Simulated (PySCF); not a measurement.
# Computed NMR parameters against published values

Atoms are numbered as in `[O:1]=[C:2]([OH:3])[c:4]1[cH:5][cH:6][cH:7][cH:8][cH:9]1`; H(Xn) means a hydrogen on atom n.

Published estimates (parent shift plus substituent increments) and measurements: δ ¹³C C7 133.7; C5/C9 130.1; C6/C8 128.4; δ ¹H H(C5)/H(C9) 8.13; H(C7) 7.62; H(C6)/H(C8) 7.48 ppm (estimated from measurements, as parent shift plus tabulated substituent increment; solution, not stated per compound (mostly CDCl3 or CCl4); Pretsch, Buehlmann, Badertscher, Structure Determination of Organic Compounds, 4th ed. (2009)).
δ ¹³C C7 133.6; C4 130.6; C5/C9 130.0; C6/C8 128.5 ppm (estimated from measurements, as parent shift plus tabulated substituent increment; solution, CCl4; Levy, Lichter, Nelson pp. 111-112; Breitmaier, Voelter pp. 256-258, as tabulated by Wired Chemist).

Isolated molecule, averaged over atoms made equivalent by symmetry, fast rotation or ring inversion, non-relativistic, a single conformation. Geometry: PBE0-D3(BJ)/def2-TZVP; GIAO wB97X-D/pcSseg-2 shieldings; PySCF 2.14.

Question: How close does the calculation come?

Answer: 
Reference values: estimated from measurements, as parent shift plus tabulated substituent increment (solution, not stated per compound (mostly CDCl3 or CCl4); Pretsch, Buehlmann, Badertscher, Structure Determination of Organic Compounds, 4th ed. (2009)).
| atoms | quantity | reference | computed | computed, scaled |
| --- | --- | --- | --- | --- |
| C7 | δ ¹³C | 133.7 | 145.3 | 133.8 |
| C5/C9 | δ ¹³C | 130.1 | 143.4 | 132.1 |
| C6/C8 | δ ¹³C | 128.4 | 139.0 | 127.9 |
| H(C5)/H(C9) | δ ¹H | 8.13 | 8.69 | 8.23 |
| H(C7) | δ ¹H | 7.62 | 7.95 | 7.55 |
| H(C6)/H(C8) | δ ¹H | 7.48 | 7.81 | 7.41 |

Reference values: estimated from measurements, as parent shift plus tabulated substituent increment (solution, CCl4; Levy, Lichter, Nelson pp. 111-112; Breitmaier, Voelter pp. 256-258, as tabulated by Wired Chemist).
```csv
atoms,quantity,reference,computed,"computed, scaled"
C7,δ ¹³C,133.6,145.3,133.8
C4,δ ¹³C,130.6,139.9,128.8
C5/C9,δ ¹³C,130.0,143.4,132.1
C6/C8,δ ¹³C,128.5,139.0,127.9
```

Computed shifts are σ(ref) − σ with the named reference compound (TMS for H and C) calculated as an isolated molecule at the same level. The measured values may be among those fitted. Expected solution values come from regression of measured δ (H and C: mostly CDCl3, vs TMS) on computed σ: ¹³C: δ = 171.83 − 0.928σ (rms 1.9 ppm, 684 shifts, 2.1 ppm with the 5 outliers that the fit left out); ¹H: δ = 29.46 − 0.925σ (rms 0.16 ppm, 403 shifts, 0.18 ppm with the 5 outliers that the fit left out). Occasional misses reach two or three times the rms, and more in compound classes unlike the fitted ones. H not on carbon is unscaled (vs computed TMS).

Question: How far are the unscaled ¹³C shifts from the references?

Answer: Mean signed difference +11.49 ppm, mean absolute 11.49 ppm over 7 comparisons; the largest is +13.4 ppm at C5/C9 (aromatic CH).

Question: How far are the unscaled ¹H shifts from the references?

Answer: Mean signed difference +0.41 ppm, mean absolute 0.41 ppm over 3 comparisons; the largest is +0.56 ppm at H(C5)/H(C9) (hydrogen on an aromatic CH).
